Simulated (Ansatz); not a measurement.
The cluster Ga₂P₂⁻, relaxed as a doublet with UKS r2SCAN-D4/def2-SVPD in Ansatz, starting from the GFN1-xTB geometry. Force threshold 0.02 eV/Å.

The relaxation made no stability test and no search for a lower SCF solution. Another isomer (doublet) lies 0.40 eV lower at PBE0-D4/def2-TZVPD; other spin states weren't run for this one.

Start:

| atom | x (Å) | y (Å) | z (Å) |
| --- | --- | --- | --- |
| Ga1 | 0.3510 | 0.1344 | -0.6454 |
| Ga2 | -0.3330 | -0.0371 | 2.0020 |
| P3 | 0.0552 | -0.0229 | -1.9851 |
| P4 | -0.0732 | -0.0744 | 0.6285 |

Q: Estimate the energy that the relaxation releases and the steps that it takes.

A: 5113.5 kJ/mol, in 17 steps; 72 s on 4 threads of Arm Neoverse V2 on a shared host. No frequencies were taken in this run, so the end may be a saddle point.

Q: Does the start keep its bonding?

A: By distances, no bond broke or formed. The bond that changes most is Ga2–P4, from 1.40 to 2.33 Å (atoms count from 1).

Q: Predict the relaxed structure.

A: 
| atom | x (Å) | y (Å) | z (Å) |
| --- | --- | --- | --- |
| Ga1 | -0.027 | -0.300 | -0.706 |
| Ga2 | 0.067 | 0.811 | 2.041 |
| P3 | 0.535 | 0.750 | -2.517 |
| P4 | -0.574 | -1.261 | 1.182 |
Bond lengths (bridged metal pairs left out): 3 × Ga–P 2.17 to 2.33 Å.
